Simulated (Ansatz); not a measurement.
Ideal-gas functions of FGeH$_{4}$Si, SMILES `F[SiH][GeH3]` radical at 800 K and 1 bar, from an Ansatz frequency run at PBE0-D4/def2-TZVP.

Molar mass 123.73 g/mol, point group C1 (symmetry number 1), electronic degeneracy 2, moments of inertia 29.337, 229.343, 249.798 u Å². Harmonic wavenumbers (cm⁻¹, unscaled): 86, 148, 336, 378, 464, 604, 767, 790, 863, 874, 885, 2131, 2153, 2163, 2173.

Use S(trans) = R[1.5 ln M + 2.5 ln T − 1.1517]; rotational temperatures θ = 24.2544 K / I; S(rot) = R[ln(√π/σ · √(T³/θAθBθC)) + 1.5]; for each mode x = 1.438777 ν̃/T, S = R[x/(eˣ − 1) − ln(1 − e⁻ˣ)] and H = RT x/(eˣ − 1); 1 cm⁻¹ = 0.0119627 kJ/mol; R = 8.31446 J/(mol·K).

By hand: the entropy, in J/(mol·K).

Translation 189.5. Rotation: θ = 0.8268, 0.1058, 0.0971 K, giving 120.4. Vibration, mode by mode: 23.84, 19.34, 12.63, 11.68, 10.06, 8.02, 6.27, 6.06, 5.45, 5.36, 5.28, 0.89, 0.86, 0.85, 0.83, in all 117.4. Electronic 5.8. Sum 433.1 J/(mol·K).

By hand: H − E and G − E in kJ/mol, counted from the electronic energy.

Zero-point energy ½ × 14815 × 0.0119627 = 88.6; thermal vibration 45.9; translation, rotation and pV give 4 RT = 26.6. H − E = 161.1 kJ/mol, and G − E = 161.1 − 800 × 433.1/1000 = -185.4 kJ/mol.

Vibration gives 27 % of the entropy, 43.2 J/(mol·K) of it from the modes under 150 cm⁻¹: soft modes count most, and the harmonic formula is weakest for them. The sum counts one conformer and one mirror image; others add a mixing term.
